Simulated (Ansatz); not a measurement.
Frontier orbitals of `N/C=[CH]/[AlH][F]`.

The species carries charge 0 and has multiplicity 1. The structure was optimised at the PBE0-D4/def2-TZVP level. It is one conformer, not always the lowest. Basis def2-TZVPP, the Gaussian-basis code of Ansatz.

```csv
functional,HOMO (eV),LUMO (eV),gap (eV)
LDA (SPW92),-5.51,-1.70,3.81
PBE,-5.32,-1.46,3.86
BLYP,-5.16,-1.34,3.82
r2SCAN,-5.51,-1.20,4.31
PBE0,-6.38,-0.67,5.71
r2SCANh,-5.91,-0.92,4.99
HSE06 (plane-wave form),-5.99,-1.04,4.95
ωB97M-V,-8.51,1.01,9.52
```

A quarter of exact exchange (PBE0) shifts PBE's HOMO by −1.06 eV and its LUMO by +0.78 eV; full exchange at long range (ωB97M-V) shifts them by −3.19 and +2.47 eV. The gap opens from 3.86 to 9.52 eV, since occupied levels lose self-interaction and empty ones feel all the electrons. A positive LUMO is unbound and depends on the basis.
